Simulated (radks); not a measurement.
The numbers below are computed, except where a source is named.
Q: The mean radii <r> (bohr) of the occupied orbitals of an atom or ion are listed with their occupations. Level of theory: non-relativistic Kohn-Sham, PBEsol, spin-polarised, spherical densities, point nucleus (a radial shooting solver on a logarithmic mesh with Libxc functionals).

orbital  occ.      <r>
1s up       1  0.04131
1s down     1  0.04131
2s up       1   0.1823
2s down     1   0.1823
2p up       3   0.1570
2p down     3   0.1570
3s up       1   0.5223
3s down     1   0.5223
3p up       3   0.5239
3p down     3   0.5239
3d up       5   0.5238
3d down     5   0.5238
4s up       1    1.485
4s down     1    1.483
4p up       3    1.737
4p down     3    1.729
5s up       1    5.221

Name the element and its charge. Open shells, if any, are filled with parallel spins first.

A: Z = 37, rubidium, charge 0: Rb in [Kr] 5s1. The 1s radius gives Z: for a bare nucleus <r> = 1.5/Z, 0.04054 bohr for Z = 37, and screening makes it slightly larger (0.04131 here). The occupations add up to 37, and the charge is Z minus that.
